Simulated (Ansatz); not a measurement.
`O[BH][SbH2]`, 7 atoms. The species carries charge 0 and has multiplicity 1. Correlated methods include outer-core shells of Sb, which these sets cover unevenly. Sb: def2 effective core potential. All runs use 2 threads of an Arm Neoverse V1 on a shared host. Correlated methods freeze the cores.

Problem. How many basis functions does each run have, and how long does it take in Ansatz? RKS ωB97M-V/def2-SVP energy; RKS B2PLYP (frozen core)/def2-TZVPP energy; RHF-CCSD(T)/def2-TZVPP energy; RHF-MP2/def2-QZVPP energy; RKS PBE0-D4/def2-SVP energy; RKS r2SCANh-D4/def2-TZVPP energy; RKS PBE0-D4/def2-TZVPP energy; RKS PBE0-D4/def2-TZVP frequencies; RKS PBE0-D4/def2-TZVP relaxation (10 steps); RKS revPBE-D4/def2-TZVPP energy; RHF-CCSD(T)/def2-SVP energy; RKS ωB97M-V/def2-QZVPP energy. (Best estimate.)

Solution. Computed: Other jobs shared the machine, so times are rough.

```tsv
level	job	functions	wall time	peak host memory (GiB)
RKS PBE0-D4/def2-SVP	energy	74	1.3 s	0.33
RKS revPBE-D4/def2-TZVPP	energy	168	1.7 s	0.16
RKS PBE0-D4/def2-TZVPP	energy	168	2.5 s	0.32
RHF-CCSD(T)/def2-SVP	energy	74	2.5 s	0.33
RKS r2SCANh-D4/def2-TZVPP	energy	168	3.9 s	0.33
RKS B2PLYP (frozen core)/def2-TZVPP	energy	168	4.6 s	0.34
RKS ωB97M-V/def2-SVP	energy	74	5.5 s	0.33
RHF-MP2/def2-QZVPP	energy	316	13 s	1.1
RKS ωB97M-V/def2-QZVPP	energy	316	16 s	0.86
RKS PBE0-D4/def2-TZVP	relaxation (10 steps)	136	26 s	0.26
RHF-CCSD(T)/def2-TZVPP	energy	168	58 s	1.6
RKS PBE0-D4/def2-TZVP	frequencies	136	78 s	0.33
```
